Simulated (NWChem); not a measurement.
System: C$_{2}$H$_{6}$OSi$_{2}$; SMILES C#C[Si@H](O)[SiH3]

Here is an NWChem input.

```
start job
memory heap 200 mb stack 900 mb global 1100 mb
geometry units angstroms noautosym nocenter noautoz
  C      1.001518     2.654415     0.280993
  C      0.391345     1.642274    -0.004032
  Si    -0.502543     0.095019    -0.420905
  O     -1.916620    -0.043733     0.460035
  Si     0.811164    -1.769447     0.115120
  H      1.537015     3.544425     0.529404
  H     -0.782046     0.155164    -1.885424
  H     -2.526565     0.706871     0.409773
  H      1.149420    -1.783045     1.564233
  H      2.078834    -1.715295    -0.665965
  H      0.103279    -3.034018    -0.227340
end
basis spherical
  C library sto-3g
  Si library sto-3g
  O library sto-3g
  H library sto-3g
end
dft
  xc hfexch
  iterations 150
end
property
  shielding
end
task dft property
```

Excerpt of the output:

```
             Northwest Computational Chemistry Package (NWChem) 7.3.0
             --------------------------------------------------------

                             Geometry "geometry" -> ""
                             -------------------------

 Output coordinates in angstroms (scale by  1.889725989 to convert to a.u.)

  No.       Tag          Charge          X              Y              Z
 ---- ---------------- ---------- -------------- -------------- --------------
    1 C                    6.0000     1.00151800     2.65441500     0.28099300
    2 C                    6.0000     0.39134500     1.64227400    -0.00403200
    3 Si                  14.0000    -0.50254300     0.09501900    -0.42090500
    4 O                    8.0000    -1.91662000    -0.04373300     0.46003500
    5 Si                  14.0000     0.81116400    -1.76944700     0.11512000
    6 H                    1.0000     1.53701500     3.54442500     0.52940400
    7 H                    1.0000    -0.78204600     0.15516400    -1.88542400
    8 H                    1.0000    -2.52656500     0.70687100     0.40977300
    9 H                    1.0000     1.14942000    -1.78304500     1.56423300
   10 H                    1.0000     2.07883400    -1.71529500    -0.66596500
   11 H                    1.0000     0.10327900    -3.03401800    -0.22734000

 Effective nuclear repulsion energy (a.u.)     252.5855403973

  xc_inp: hfexch multiplicative factor not found.
                              NWChem Property Module
                              ----------------------

  itol2e modified to match energy
  convergence criterion.

                                 NWChem DFT Module
                                 -----------------

 Summary of "ao basis" -> "ao basis" (spherical)
 ------------------------------------------------------------------------------
       Tag                 Description            Shells   Functions and Types
 ---------------- ------------------------------  ------  ---------------------
 C                           sto-3g                  3        5   2s1p
 Si                          sto-3g                  5        9   3s2p
 O                           sto-3g                  3        5   2s1p
 H                           sto-3g                  1        1   1s

  itol2e modified to match energy
  convergence criterion.

            General Information
            -------------------
          SCF calculation type: DFT
          Wavefunction type:  closed shell.
          No. of atoms     :    11
          No. of electrons :    54
           Alpha electrons :    27
            Beta electrons :    27
          Charge           :     0
          Spin multiplicity:     1
          Use of symmetry is: off; symmetry adaption is: off
          Maximum number of iterations: 150
          AO basis - number of functions:    39
                     number of shells:    25
          Convergence on energy requested:  1.00D-07
          Convergence on density requested:  1.00D-05
          Convergence on gradient requested:  5.00D-04

              XC Information
              --------------
                     Hartree-Fock (Exact) Exchange  1.000

      Superposition of Atomic Density Guess
      -------------------------------------

 Sum of atomic energies:        -721.83568744

      Non-variational initial energy
      ------------------------------

 Total energy =    -722.083211
 1-e energy   =   -1511.921978
 2-e energy   =     537.253226
 HOMO         =      -0.111872
 LUMO         =       0.278146

   convergence    iter        energy       DeltaE   RMS-Dens  Diis-err
 ---------------- ----- ----------------- --------- --------- ---------
 d= 0,ls=0.0,diis     1   -723.2146539715 -9.76D+02  2.13D-02  3.80D-01
 d= 0,ls=0.0,diis     2   -723.2880856388 -7.34D-02  5.20D-03  2.60D-02
 d= 0,ls=0.0,diis     3   -723.2927331547 -4.65D-03  1.91D-03  3.14D-03
 d= 0,ls=0.0,diis     4   -723.2931687438 -4.36D-04  7.02D-04  1.06D-03
 d= 0,ls=0.0,diis     5   -723.2933240613 -1.55D-04  9.43D-05  6.42D-06
  Resetting Diis
 d= 0,ls=0.0,diis     6   -723.2933256007 -1.54D-06  3.46D-05  3.83D-07
 d= 0,ls=0.0,diis     7   -723.2933257496 -1.49D-07  5.31D-06  2.01D-08
 d= 0,ls=0.0,diis     8   -723.2933257581 -8.50D-09  4.03D-06  6.63D-09

         Total DFT energy =     -723.293325758126
      One electron energy =    -1508.162830108587
           Coulomb energy =      594.133437240145
    Exchange-Corr. energy =      -61.849473286977
 Nuclear repulsion energy =      252.585540397293

 Numeric. integr. density =        0.000000000000

                       DFT Final Molecular Orbital Analysis
                       ------------------------------------

 Vector   25  Occ=2.000000D+00  E=-3.510465D-01
              MO Center= -4.4D-01,  6.4D-01,  8.7D-02, r^2= 4.2D+00
   Bfn.  Coefficient  Atom+Function         Bfn.  Coefficient  Atom+Function
  ----- ------------  ---------------      ----- ------------  ---------------
    24      0.549622   4 O  pz               35      0.265990   7 H  s
    10     -0.260806   2 C  pz                5     -0.245228   1 C  pz
     8     -0.204441   2 C  px                9      0.201933   2 C  py
    22      0.200139   4 O  px                3     -0.190959   1 C  px
     4      0.183459   1 C  py               18      0.175695   3 Si py

 Vector   26  Occ=2.000000D+00  E=-3.205702D-01
              MO Center=  4.9D-01,  2.0D+00,  1.3D-01, r^2= 2.0D+00
   Bfn.  Coefficient  Atom+Function         Bfn.  Coefficient  Atom+Function
  ----- ------------  ---------------      ----- ------------  ---------------
     5      0.465934   1 C  pz               10      0.453286   2 C  pz
     3     -0.367164   1 C  px                8     -0.366662   2 C  px
    23     -0.155423   4 O  py               22     -0.154007   4 O  px
    24      0.139913   4 O  pz               35      0.128644   7 H  s
     4      0.093036   1 C  py                9      0.084728   2 C  py

[...]

          -----------------------------------------
          Chemical Shielding Tensors (GIAO, in ppm)
          -----------------------------------------

                                NWChem CPHF Module
                                ------------------

  scftype          =     RHF
  nclosed          =       27
  nopen            =        0
  variables        =      324
  # of vectors     =        3
  tolerance        = 0.10D-03
  level shift      = 0.00D+00
  max iterations   =       50
  max subspace     =       30

 SCF residual:    8.4866546374407167E-005

Iterative solution of linear equations
  No. of variables      324
  No. of equations        3
  Maximum subspace       30
        Iterations       50
       Convergence  1.0D-04

   iter   nsub   residual    time
   ----  ------  --------  ---------
     1      3    1.76D+00       5.9
     2      6    1.16D-01       6.3
     3      9    1.95D-02       6.7
     4     12    9.47D-03       7.1
     5     15    2.97D-03       7.5
     6     18    6.60D-04       7.8
     7     21    1.06D-04       8.2
     8     24    2.45D-05       8.6

      Atom:    1  C
        Diamagnetic
    263.3327      9.2158      2.4005
      9.2158    273.8579      4.2747
      2.4005      4.2747    258.6122

        Paramagnetic
   -124.7354     53.8233     13.7776
     53.8233    -66.7250     23.3164
     13.7776     23.3164   -151.4548

        Total Shielding Tensor
    138.5973     63.0390     16.1781
     63.0390    207.1330     27.5911
     16.1781     27.5911    107.1574

           isotropic =     150.9626
          anisotropy =     151.0967

          Principal Components and Axis System
                 1           2           3
              251.6937    101.1483    100.0457

      1         0.4988      0.8657      0.0426
      2         0.8394     -0.4702     -0.2727
      3         0.2161     -0.1718      0.9611

      Atom:    2  C
        Diamagnetic
    262.6331     12.5561      3.2843
     12.5561    277.9192      5.6115
      3.2843      5.6115    255.7918

        Paramagnetic
   -105.2916     67.9760     22.7995
     67.9760    -34.9354     32.4142
     22.7995     32.4142   -137.2023

        Total Shielding Tensor
    157.3416     80.5321     26.0838
     80.5321    242.9837     38.0258
     26.0838     38.0258    118.5894

           isotropic =     172.9716
          anisotropy =     194.8488

          Principal Components and Axis System
                 1           2           3
              302.8708    110.8690    105.1750

      1         0.5026      0.6242     -0.5981
      2         0.8298     -0.5423      0.1314
      3         0.2424      0.5623      0.7906

      Atom:    3  Si
        Diamagnetic
    870.0413      0.3314     -1.4747
      0.3314    869.7557      0.1874
     -1.4747      0.1874    864.3776

        Paramagnetic
   -236.0592     -2.9352    -34.9404
     -2.9352   -289.8891    -12.2057
    -34.9404    -12.2057   -297.5902

        Total Shielding Tensor
    633.9821     -2.6038    -36.4152
     -2.6038    579.8666    -12.0183
    -36.4152    -12.0183    566.7874

           isotropic =     593.5453
          anisotropy =      84.7083

          Principal Components and Axis System
                 1           2           3
              650.0176    584.1391    546.4794

      1         0.9137     -0.1683      0.3699
      2         0.0354      0.9397      0.3401
      3        -0.4049     -0.2976      0.8646

      Atom:    4  O
        Diamagnetic
    395.5156     -8.2368    -16.4199
     -8.2368    374.3233     -3.8918
    -16.4199     -3.8918    367.5980

        Paramagnetic
    -11.8975    -30.6808     78.1273
    -30.6808    170.7051     -8.1642
     78.1273     -8.1642     60.3364

        Total Shielding Tensor
    383.6181    -38.9176     61.7075
    -38.9176    545.0284    -12.0560
     61.7075    -12.0560    427.9344

           isotropic =     452.1936
          anisotropy =     161.1604

          Principal Components and Axis System
                 1           2           3
              559.6339    459.8321    337.1149

      1        -0.2830      0.4835      0.8284
      2         0.9340      0.3353      0.1234
      3        -0.2181      0.8086     -0.5465

      Atom:    5  Si
        Diamagnetic
    869.0563     -2.7758      0.6099
     -2.7758    871.8373     -0.8542
      0.6099     -0.8542    866.9403

        Paramagnetic
   -215.1251     -2.7079      1.8408
     -2.7079   -214.5859      1.1260
      1.8408      1.1260   -215.6969

        Total Shielding Tensor
    653.9312     -5.4836      2.4507
     -5.4836    657.2514      0.2718
      2.4507      0.2718    651.2434

           isotropic =     654.1420
          anisotropy =      11.0032

          Principal Components and Axis System
                 1           2           3
              661.4774    652.6767    648.2718

      1        -0.6095      0.4136      0.6764
      2         0.7828      0.4487      0.4311
      3        -0.1252      0.7922     -0.5972

      Atom:    6  H
        Diamagnetic
     29.7318      6.7588      1.8160
      6.7588     37.2902      3.1138
      1.8160      3.1138     26.3877

        Paramagnetic
     -0.5014     -0.7981     -0.2113
     -0.7981     -1.4691     -0.5681
     -0.2113     -0.5681     -0.1044

        Total Shielding Tensor
     29.2304      5.9607      1.6047
      5.9607     35.8211      2.5457
      1.6047      2.5457     26.2833

           isotropic =      30.4449
          anisotropy =      14.3274

          Principal Components and Axis System
                 1           2           3
               39.9965     25.7673     25.5710

      1         0.4974      0.6802     -0.5385
      2         0.8407     -0.5312      0.1055
      3         0.2143      0.5051      0.8360

      Atom:    7  H
        Diamagnetic
     27.4762     -0.1809      3.2315
     -0.1809     27.3833     -0.3859
      3.2315     -0.3859     40.3854

        Paramagnetic
      0.6542      0.3082     -1.3793
      0.3082      0.7046      0.2239
     -1.3793      0.2239     -3.1871

        Total Shielding Tensor
     28.1304      0.1272      1.8522
      0.1272     28.0879     -0.1620
      1.8522     -0.1620     37.1982

           isotropic =      31.1388
          anisotropy =       9.6375

          Principal Components and Axis System
                 1           2           3
               37.5639     28.1496     27.7031

      1         0.1925      0.3729      0.9077
      2        -0.0142      0.9260     -0.3773
      3         0.9812     -0.0597     -0.1835

      Atom:    8  H
        Diamagnetic
     37.6018    -10.3769     -3.1806
    -10.3769     32.2699      0.0002
     -3.1806      0.0002     21.5969

        Paramagnetic
      3.0923      0.9459      1.5563
      0.9459      8.5387     -1.1715
      1.5563     -1.1715      6.9769

        Total Shielding Tensor
     40.6941     -9.4310     -1.6244
     -9.4310     40.8086     -1.1713
     -1.6244     -1.1713     28.5738

           isotropic =      36.6922
          anisotropy =      20.2424

          Principal Components and Axis System
                 1           2           3
               50.1871     32.3536     27.5358

      1        -0.7060      0.6228      0.3372
      2         0.7081      0.6306      0.3178
      3         0.0147     -0.4631      0.8862

      Atom:    9  H
        Diamagnetic
     27.9424     -1.3019      3.7549
     -1.3019     28.5314     -1.5425
      3.7549     -1.5425     38.5686

        Paramagnetic
      1.0971      0.0921     -1.0074
      0.0921      0.6574      0.1560
     -1.0074      0.1560     -2.0541

        Total Shielding Tensor
     29.0395     -1.2098      2.7475
     -1.2098     29.1889     -1.3865
      2.7475     -1.3865     36.5144

           isotropic =      31.5809
          anisotropy =       9.2581

          Principal Components and Axis System
                 1           2           3
               37.7530     29.2847     27.7051

      1         0.3195     -0.4421      0.8381
      2        -0.1952      0.8348      0.5148
      3         0.9273      0.3281     -0.1804

      Atom:   10  H
        Diamagnetic
     37.2224     -1.5342     -5.5562
     -1.5342     28.6183      0.1265
     -5.5562      0.1265     29.5913

        Paramagnetic
     -1.3087      0.2039      1.3946
      0.2039      0.6841      0.0667
      1.3946      0.0667      0.4835

        Total Shielding Tensor
     35.9137     -1.3303     -4.1617
     -1.3303     29.3024      0.1932
     -4.1617      0.1932     30.0748

           isotropic =      31.7636
          anisotropy =       9.7418

          Principal Components and Axis System
                 1           2           3
               38.2582     29.2641     27.7686

      1         0.8812     -0.0217      0.4723
      2        -0.1406      0.9417      0.3055
      3        -0.4514     -0.3357      0.8268

      Atom:   11  H
        Diamagnetic
     29.5000      3.9608      1.3508
      3.9608     38.6021      2.2718
      1.3508      2.2718     27.0772

        Paramagnetic
      0.3646     -1.2897     -0.5916
     -1.2897     -1.5376     -0.6022
     -0.5916     -0.6022      0.9060

        Total Shielding Tensor
     29.8646      2.6711      0.7591
      2.6711     37.0646      1.6697
      0.7591      1.6697     27.9832

           isotropic =      31.6375
          anisotropy =       9.9498

          Principal Components and Axis System
                 1           2           3
               38.2706     29.0096     27.6321

[...]
```

Level: Hartree-Fock/STO-3G, GIAO. STO-3G and 3-21G are far too small for this property and stand as cheap habits. The geometry was optimised at B3LYP/6-31G* (spherical d). The printed shielding anisotropy is the first printed principal value minus the mean of the other two.
